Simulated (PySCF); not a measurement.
WOBr3: from a saddle point downhill

PySCF 2.14.0, UKS PBE, W def2-SVP with ECP60, O def2-SVP, Br def2-SVP; non-relativistic Hamiltonian with scalar-relativistic core potentials where named; density fitting; no spin-orbit coupling. Relaxed within the symmetry of its start, the geometry (C2v) is

```xyz
5

W     0.4421    0.0000    0.0000
O     2.1610    0.0000    0.0000
Br    0.3224    2.4539    0.0000
Br   -2.1133    0.0000    0.0000
Br    0.3224   -2.4539    0.0000
```

and its lowest harmonic modes are -128, 18, 100, 105, 201, 216 cm⁻¹ (negative: unstable). It was moved along the lowest mode and relaxed again, within the group Cs that the move left.

Problem. Where does it end, and how much lower?

Solution. In Cs, 1.720 eV lower, after 20 steps:
```xyz
5

W     0.2585    0.0000    0.2556
O     1.5373    0.0000    1.3768
Br    0.6678    1.8359   -1.2886
Br   -1.9967    0.0000    1.1559
Br    0.6678   -1.8359   -1.2886
```

Problem. How do the contacts change?

Solution. 
```csv
contact,saddle (Å),end (Å)
W1–O2 (O),1.719,1.701
W1–Br3 (Br),2.457,2.434
W1–Br4 (Br),2.555,2.428
W1–Br5 (Br),2.457,2.434
```


Problem. Is the end a minimum?

Solution. Yes, as far as the noise of the softest modes lets one tell (those above −25 cm⁻¹ count as noise); lowest modes 27, 56, 84, 106, 183, 248 cm⁻¹.

Open shells may have lower solutions than the one found.

State: doublet.
